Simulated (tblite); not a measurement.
Compound: C6H5ClO2 (charge -1 and doublet state).
Geometry (GFN2-xTB, Å), atoms numbered from 1 in this order:
```
atom  x, y, z in Å
O1     2.3724    0.4435    0.0601
C2     0.9682    0.2176    0.0365
C3     0.4975   -0.9847   -0.3963
O4     1.3954   -1.9717   -0.8111
C5    -0.8909   -1.2591   -0.4370
C6    -1.7943   -0.2309   -0.0113
C7    -1.2933    0.9563    0.4141
Cl8   -2.4134    2.2082    0.9351
C9     0.0774    1.2667    0.4702
H10    2.4762    1.3331    0.4057
H11    2.2641   -1.5679   -0.6975
H12   -1.2491   -2.2145   -0.7766
H13   -2.8602   -0.4133   -0.0358
H14    0.4492    2.2162    0.8217
```

Level: GFN2-xTB in tblite, geometry and Hessian alike; calculated harmonic values, unscaled, isolated species. This tight-binding method is rough: wavenumbers can miss measured ones by several per cent, in bad cases by 10 to 20. One conformer, not necessarily the lowest. Open shells enter through the occupations alone, without spin polarisation, and single modes of such species can be off by tens of per cent.

Harmonic wavenumbers (cm⁻¹): 60.9, 140.5, 193.3, 212.5, 218.3, 272.6, 273.4, 332.3, 358.7, 394.1, 401.4, 451.1, 473.7, 516.0, 526.5, 542.9, 600.2, 738.5, 776.0, 838.8, 1022.7, 1078.7, 1127.0, 1153.8, 1205.3, 1246.1, 1262.0, 1315.7, 1405.7, 1549.8, 1657.1, 3042.3, 3065.2, 3105.2, 3530.3, 3598.4.

A = 3059, B = 860.8, C = 671.8 MHz; mass 143.998 u (most abundant isotopes); point group Cs, symmetry number 1; spin multiplicity 2.

Q: What is the zero-point energy?

A: Half the sum of the wavenumbers: 19344 cm⁻¹ = 231.40 kJ/mol.

Q: Entropy at 298.15 K, 1 bar (ideal gas, RRHO, classical rotation)?

A: Translation 170.84, rotation 123.79, vibration 107.63, spin (R ln 2) 5.76: S = 408.0 J/(mol K).

Q: And Cp and H(298.15 K) − H(0)?

A: Cp = 159.92 J/(mol K), of which vibrations give 126.67 (their classical limit is 36 R = 299.3); H(298.15 K) − H(0) = 28.52 kJ/mol without the zero-point energy, 18.60 from vibrations.

Q: Which modes carry the vibrational entropy at 298.15 K?

A: 60.9 cm⁻¹: 18.53; 140.5 cm⁻¹: 11.70; 193.3 cm⁻¹: 9.19; 212.5 cm⁻¹: 8.46; 218.3 cm⁻¹: 8.26; 272.6 cm⁻¹: 6.61 J/(mol K); the other 30 give 44.89 together.

Q: Blend soft modes into free rotors: weight 1/[1 + (100 cm⁻¹/ν̃)⁴] for the oscillator and the rest for a rotor with moment μB/(μ + B), μ = h/(8π²ν), B = 10⁻⁴⁴ kg m². What vibrational entropy results?

A: 103.57 J/(mol K) in place of 107.63, which changes −T·S at 298.15 K by +1.21 kJ/mol.

Q: What must be added to the electronic energy to get the Gibbs energy at 298.15 K and 1 bar?

A: ZPE + [H(298.15 K) − H(0)] − T·S = 231.40 + 28.52 − 121.65 = 138.27 kJ/mol.

Q: How do the functions run with temperature in this model?

A: 
```tsv
T (K)	S (J/(mol K))	Cp (J/(mol K))	H − H(0) (kJ/mol)	G − H(0) (kJ/mol)	ln q(vib)
150	320.0	98.9	9.01	-38.98	1.88
250	381.4	142.9	21.22	-74.12	4.24
400	459.4	189.7	46.39	-137.36	8.00
600	544.6	229.8	88.69	-238.06	12.79
900	644.9	263.9	163.25	-417.15	19.20
```

q(vib) and H(0) count from the zero-point level.

Hindered rotation and anharmonicity are outside this model. Other conformers, if any are populated, would add a mixing term that is left out.

Time: 0.44 s. Hardware: one thread of an Arm Neoverse V2, shared host with 48 logical CPUs at a one-minute load of 15. The figure is for the frequency step alone.
